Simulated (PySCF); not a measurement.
This PySCF input asks for the NMR shieldings of `C1C[C@@H](C)[PH](=O)[C@@H]1C`, C$_{6}$H$_{13}$OP; the geometry comes from GFN2-xTB.

```python
import basis_set_exchange as bse
import numpy as np
from pyscf import gto, dft
from pyscf.prop import nmr

atoms = """
C    -2.612227   -0.728553   -0.001154
C    -1.258570   -0.319228    0.552761
C    -0.902168    1.151200    0.311169
C     0.603162    1.292399    0.526320
C     1.278240    0.245460   -0.358547
C     2.700489   -0.102181    0.050815
P     0.126656   -1.198973   -0.310980
O    -0.174313   -1.824671   -1.599907
H    -2.600613   -0.665314   -1.087914
H    -2.839639   -1.757194    0.272720
H    -3.399659   -0.081873    0.383233
H    -1.208281   -0.529833    1.625478
H    -1.467332    1.810252    0.972273
H    -1.144972    1.411549   -0.722607
H     0.839766    1.092150    1.574043
H     0.948305    2.299283    0.286479
H     1.266217    0.579947   -1.403815
H     3.083524   -0.907606   -0.574167
H     2.731146   -0.427820    1.089168
H     3.353626    0.762196   -0.058266
H     0.667725   -2.084248    0.627132
"""
names = dict.fromkeys(["C", "P", "O", "H"], "pcSseg-1")
basis = {el: gto.basis.parse(bse.get_basis(n, elements=[el], fmt="nwchem")) for el, n in names.items()}
mol = gto.M(atom=atoms, basis=basis, charge=0, verbose=0)
mf = dft.RKS(mol, xc="PBE0")
mf.grids.level = 2
mf.grids.alignment = dft.numint.BLKSIZE   # the property module wants whole blocks of grid points
mf.conv_tol = 1e-9
mf.kernel()

calc = nmr.RKS(mf)   # GIAO
C = mf.mo_coeff
Co = C[:, mf.mo_occ > 0]
resp = mf.gen_response(singlet=True, hermi=2)
def vind(x):   # induced exchange potential for any number of trial vectors
    d = np.einsum("pi,xij,qj->xpq", C, 2 * x.reshape(-1, C.shape[1], Co.shape[1]), Co, optimize=True)
    return np.einsum("xpq,pi,qj->xij", resp(d - d.transpose(0, 2, 1)), C, Co, optimize=True).ravel()
mo1, _ = nmr.rhf.solve_mo1(calc, with_cphf=vind)
sigma = calc.kernel(mo1)
for i, s in enumerate(sigma):   # ppm
    print("%2d %-2s %9.2f" % (i, mol.atom_pure_symbol(i), np.trace(s) / 3))
```

Q: What does it print?

A: 
```
 0 C     172.94
 1 C     148.67
 2 C     149.01
 3 C     151.20
 4 C     144.36
 5 C     170.02
 6 P     290.66
 7 O     251.89
 8 H      30.19
 9 H      30.40
10 H      30.55
11 H      30.39
12 H      29.77
13 H      30.22
14 H      30.93
15 H      29.72
16 H      29.93
17 H      29.90
18 H      30.98
19 H      30.21
20 H      24.58
```

These numbers come from an equivalent density-fitted implementation of the same equations, which agrees with the script to about 0.01 ppm for H and up to a few tenths of a ppm for heavy atoms, so last digits may differ.

Q: Turn these shieldings into chemical shifts. References, each an isolated molecule treated in the same way: TMS for $^{13}$C (186.93 ppm), $^{1}$H (31.72 ppm); H3PO4 for $^{31}$P (318.38 ppm); H2O for $^{17}$O (336.08 ppm).

A: Averaging equivalent atoms: C 4: 42.6; C 1: 38.3; C 2: 37.9; C 3: 35.7; C 5: 16.9; C 0: 14.0; P 6: 27.7; O 7: 84.2; H 20: 7.14; H 15: 1.99; H 12: 1.94; H 16: 1.78; H 13: 1.50; H 17/18/19: 1.36; H 8/9/10: 1.33; H 11: 1.33; H 14: 0.78 ppm. Experimental scales use liquid or dissolved standards, which lie at an offset from isolated H2O (liquid H2O: subtract about 36 ppm) and H3PO4.

Size and cost of the density-fitted run: 208 basis functions, 29 s wall time on 1 thread of an Arm Neoverse V2, shared host; peak memory 0.95 GiB.
